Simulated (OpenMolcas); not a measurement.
**Sn IV: effect of the IPEA shift**

```yaml
Program: OpenMolcas
Basis: ANO-RCC-VTZP [7s6p4d2f1g]
Scalar_Hamiltonian: DKH2, point nucleus
Active_space: 1 electron in 4 orbitals (5s 5p)
State_averaging: 2S+1 = 2 even, 1 root; 2S+1 = 2 odd, 3 roots
Spin-orbit_coupling: RASSI with atomic mean-field integrals over the reference wave functions, term energies averaged over their components
```

Methods on the same reference wave functions:
A. CASSCF
B. SS-CASPT2, IPEA 0 Eh, imaginary shift 0.1 Eh (closed shells correlated: 4d)
C. SS-CASPT2, IPEA 0.25 Eh, imaginary shift 0.1 Eh (closed shells correlated: 4d)

Energies in eV above 5s ²S_1/2, the measured ground level; measured values from Moore, Atomic Energy Levels, vol. III, NSRDS-NBS 35 (1971 reprint of NBS Circular 467, 1958).

| Level | A | B | C | Measured |
| --- | --- | --- | --- | --- |
| 5s ²S_1/2 | 0.0000 | 0.0000 | 0.0000 | 0.0000 |
| 5p ²P°_1/2 | 8.4265 | 8.850 | 8.844 | 8.6248 |
| 5p ²P°_3/2 | 9.0882 | 9.511 | 9.506 | 9.4318 |

Deviations, from unrounded energies. A percentage is the sum of absolute deviations over the sum of measured energies, with the sign that they share, or ± where signs differ.

```csv
Against measurement,Levels,A,B,C
mean absolute deviation (cm-1),2,2200,1200,1200
other configurations (%),2,-3.0,+1.7,+1.6
```

B, C lie about equally close to measurement and A furthest from it. The largest miss of C in the table is 5p ²P°_1/2, by +1800 cm-1. The ranking rests on the paired levels alone, and a cruder setting can come out closer through cancelling errors.

Between B and C the level of the table that moves most is 5p ²P°_1/2, by 44 cm-1 (lowest in C, highest in B).

The lowest spin-free term lies below A's lowest term by 0.377 hartree in B, 0.376 hartree in C.

With one active electron the reference holds no correlation, so core polarisation is missing (holds for A). With one active electron, CASPT2 adds the correlation within the correlated inactive shells and between them and that electron, and leaves the splitting within a term as the reference gives it (holds for B; C). Computed and measured levels are paired by configuration, term and J; levels that our copy of the source lacks, or whose pairing is in doubt (as where it misses far off the trend of its configuration), stay unpaired and out of the deviations. Levels of configurations outside the active space are missing.

° marks odd parity.
